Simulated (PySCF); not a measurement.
H₆Se. Atoms are numbered in the order given.

```xyz
7

Se     0.0000     0.0000     0.0000
H      0.0000     1.5763     0.0000
H      0.0000    -1.5763     0.0000
H     -1.5763     0.0000     0.0000
H      1.5763     0.0000     0.0000
H      0.0000     0.0000     1.5763
H      0.0000     0.0000    -1.5763
```

The structure is a stationary point at PBE-D3(BJ)/def2-TZVP.

All values below come from PBE-D3(BJ)/def2-TZVP in PySCF.

Frequencies are harmonic and unscaled.

Modes within 1.5 cm⁻¹ of each other (mostly degenerate sets) share a row, with their intensities summed.

| mode | ν (cm⁻¹) | IR (km/mol) | moving atoms (share of kinetic energy) |
|---|---|---|---|
| 1–3 | 1071 | 0.0 | H 100 % |
| 4–6 | 1083 | 338.5 | H 95 % |
| 7–9 | 1154 | 0.0 | H 100 % |
| 10–14 | 1741 | 2226.0 | H 100 % |
| 15 | 1979 | 0.0 | H 100 % |
